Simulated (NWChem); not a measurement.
## Lowest excitation of HBF₂S

```xyz
5

B     -0.1163     0.4508     0.0000
F     -1.3666     0.8645     0.0000
F      0.8436     1.3562     0.0000
S      0.2323    -1.3174     0.0000
H      1.5729    -1.1613     0.0000
```
Charge 0, spin multiplicity 1.

All runs are NWChem calculations. The geometry was optimised at PBE0/def2-SVP, a minimum by its harmonic frequencies. It is one conformer; others weren't searched.

Basis set: 6-31+G*.

Relative cost: rough, from shared machines, SCF included, TD-PBE = 1.

The correlated methods keep 8 core orbitals frozen. B3LYP has NWChem's definition, with VWN1-RPA local correlation. The Pople sets run with spherical d functions. The structure started from a generated list of species. Coupled-cluster values serve here as a point of comparison, not as the truth.

| method | lowest vertical singlet excitation energy (eV) | relative cost |
|---|---|---|
| TD-B3LYP | 6.47 | under 3 |
| EOM-CCSD | 6.83 | 5 |
| TD-PBE0 | ? | under 3 |
| TD-PBE | ? | 1 |
| CIS | 7.13 | under 3 |

Question: What belongs in the gaps?

Answer: 
- TD-PBE0, lowest vertical singlet excitation energy (eV): 6.68
- TD-PBE, lowest vertical singlet excitation energy (eV): 6.30
